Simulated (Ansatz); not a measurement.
Relaxation of CH$_{6}$Cl$_{2}$SiSn (11 atoms, charge 0, multiplicity 1), to a largest force component of 0.03 eV/Å in at most 50 steps.

Method: RKS B3LYP-D4/def2-SVP in Ansatz 0.2.0.

```xyz
11
Properties=species:S:1:pos:R:3
Sn -0.492 0.023 1.016
Si 1.770 -0.372 -0.016
C -1.357 0.333 -0.933
H -0.442 0.233 -1.516
Cl -0.670 1.944 2.394
Cl -1.476 -1.764 2.222
H 2.056 0.894 -0.750
H 2.924 -0.708 0.859
H 1.561 -1.456 -1.019
H -1.801 1.328 -1.060
H -2.074 -0.455 -1.197
```

**Question.** Where does it end, and by what steps?

**Answer.** The forces met the threshold. After 7 steps the energy has fallen by 0.400 eV; H4 moved furthest, 1.01 Å.

| step | energy less start (eV) | largest force component (eV/Å) | accepted |
| --- | --- | --- | --- |
| 0 | 0.0000 | 0.989 | yes |
| 1 | -0.1481 | 0.349 | yes |
| 2 | -0.2361 | 0.207 | yes |
| 3 | -0.3032 | 0.263 | yes |
| 4 | -0.3577 | 0.340 | yes |
| 5 | -0.3820 | 0.317 | yes |
| 6 | -0.3950 | 0.223 | yes |
| 7 | -0.4001 | 0.029 | yes |

```xyz
11
Properties=species:S:1:pos:R:3
Sn -0.352 0.040 0.573
Si 2.147 -0.450 0.110
C -1.805 0.428 -0.973
H -1.317 0.474 -1.956
Cl -0.432 1.916 2.041
Cl -1.205 -1.795 1.834
H 2.745 0.740 -0.558
H 2.816 -0.719 1.412
H 2.238 -1.637 -0.786
H -2.288 1.387 -0.744
H -2.545 -0.383 -0.955
```

Time of the run: 40 s on 4 threads of Arm Neoverse N1, with other jobs on the host, peak memory 0.35 GiB.
